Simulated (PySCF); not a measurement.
SMILES CC(=O)[SiH2]C(C)=O, GFN2-xTB optimised geometry.

```
15

C      1.58    -1.90    -1.61
C      1.96    -0.45    -1.61
O      2.46     0.11    -2.56
Si     1.54     0.53     0.00
C     -0.39     0.53     0.00
C     -1.10     1.86     0.00
O     -0.98    -0.53    -0.02
H      0.54    -1.99    -1.32
H      1.75    -2.35    -2.59
H      2.18    -2.42    -0.86
H      2.06     1.90    -0.06
H      1.98    -0.23     1.17
H     -0.80     2.42     0.88
H     -2.18     1.72     0.00
H     -0.79     2.42    -0.88
```

Density from PBE0/def2-TZVP (PySCF) at that geometry.

Minimum of the electron density along straight lines between bonded atoms, close to the bond critical point (lines longer than 1.1 times the sum of covalent radii, or with two minima, are not listed):

```csv
bond,length / Å,ρ at the minimum / e bohr⁻³,∇²ρ there / e bohr⁻⁵,position (fraction from the first atom)
C1–C2,1.500,0.263,-0.69,0.49
C2–O3,1.210,0.418,0.01,0.33
C2–Si4,1.927,0.116,0.14,0.62
Si4–C5,1.932,0.114,0.14,0.38
C5–C6,1.501,0.263,-0.69,0.51
C5–O7,1.211,0.417,0.01,0.33
C1–H8,1.090,0.277,-0.95,0.65
C1–H9,1.088,0.279,-0.96,0.64
C1–H10,1.089,0.275,-0.93,0.64
Si4–H11,1.459,0.126,0.19,0.49
Si4–H12,1.462,0.125,0.19,0.49
C6–H13,1.088,0.276,-0.94,0.64
C6–H14,1.088,0.280,-0.97,0.65
C6–H15,1.088,0.276,-0.94,0.64
```
